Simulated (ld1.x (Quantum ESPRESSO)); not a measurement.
## Building the PAW potential for oxygen (PBE, scalar-relativistic).

* Element: O
* Generator: ld1.x (Quantum ESPRESSO) 7.5
* Type: PAW
* Functional: PBE
* Relativity: scalar-relativistic
* Frozen core: [He]
* Valence charge: 6
* Reference configuration: 2s2 2p4
* Partial waves: 2s (bound): rcut 0.75, rcutus 0.95 bohr; 2s channel at -0.8 Ry: rcut 0.75, rcutus 0.95 bohr; 2p (bound): rcut 0.80, rcutus 1.05 bohr; 2p channel at 1.7 Ry: rcut 0.80, rcutus 1.05 bohr; 3d channel at 0.05 Ry: rcut 0.80, rcutus 0.85 bohr; 3d channel at 1.65 Ry: rcut 0.80, rcutus 0.85 bohr
* Local potential: all-electron potential smoothed inside 0.95 bohr (lloc = -1)
* Core correction: Bessel-smoothed model core, default radius (core density twice the valence density)
* Augmentation charge: BESSEL, radius 0.60 bohr

All-electron outer shells of the reference configuration (PBE, scalar-relativistic, ld1.x):

```
shell  level (eV)  outermost node (bohr)  outermost maximum (bohr)
   1s     -514.70                      –                      0.13
   2s      -23.96                   0.28                      0.87
   2p       -9.03                      –                      0.82
```

(1) Estimate the cutoffs (Ry, on a coarse ladder) from which the occupation-weighted sum of valence levels, in a spherical-Bessel basis at the reference potential, stays within 10 and 1 mRy of its value at 400 Ry.

(2) What does a ghost test show?

(3) Is the overlap operator S = 1 + Σ q|β⟩⟨β| positive definite (Bessel basis up to 400 Ry)?

(4) Which valence shell sets the plane-wave cutoff?

## Answers

(1) 70 Ry and 100 Ry.

(2) No extra level below or beside the all-electron valence levels (s, p, d, f tested).

(3) Yes: its lowest eigenvalue is 0.54 (s channel).

(4) 2p: its level needs 70 Ry to come within 1 mRy, against 21 Ry for 2s.

Its largest configuration-test error is -1.5 meV (2s2 2p2). Test run stopped at test 3 of 7 (negative rho).
